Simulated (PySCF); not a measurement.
C3H6BNO, SMILES C#CB(O)NC.

Geometry optimised at PBE0-D3(BJ)/def2-SVP. The structure was generated by enumeration, and PubChem lists no compound with its InChIKey, so it may never have been made. Other conformers were not sampled.

Vertical ionisation energy (IE) and electron affinity (EA) in eV. Rows of orbital energies are one-electron estimates. Where ΔSCF, EOM or ADC give a negative EA the extra electron is unbound and the value depends on the basis.

```csv
level,IE,EA
"−ε(HOMO), −ε(LUMO), M06-2X/def2-TZVP (PySCF)",8.50,-0.69
"−ε(HOMO), −ε(LUMO), PBE/def2-TZVP (PySCF)",5.81,1.12
```
